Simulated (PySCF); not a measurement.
C₂H₇BFN, SMILES CCB(N)F. Atoms are numbered in the order given.

```xyz
12

B     -0.1241     0.3871     0.4197
F     -1.3066    -0.1649     0.7814
C      0.4215     0.1110    -1.0386
C      0.3732    -1.3737    -1.4262
H      1.4434     0.5103    -1.1584
H     -0.2126     0.6904    -1.7362
H     -0.6473    -1.7748    -1.3230
H      1.0291    -1.9788    -0.7784
H      0.6951    -1.5383    -2.4671
N      0.5333     1.1777     1.3749
H      0.1480     1.3488     2.2957
H      1.4236     1.6231     1.2009
```

The structure is a stationary point at ωB97X-D3(BJ)/def2-SVP. The values are those of a single conformer.

Method: r2SCAN/def2-TZVP run with PySCF.

Isolated molecule, no solvent.

Computed frontier levels, gap, dipole moment and polarisability:
* **highest occupied level**: -7.10 eV
* **lowest empty level**: 0.62 eV
* **orbital gap**: 7.72 eV
* **dipole moment**: 2.17 D
* **quadrupole, principal values (traceless, Buckingham form, about the centre of nuclear charge)**: -3.64, -2.63, 6.27 D·Å
* **mean static polarisability**: 47.3 bohr³ (7.01 Å³)
* **polarisability, principal values**: 41.0, 44.7, 56.4 bohr³
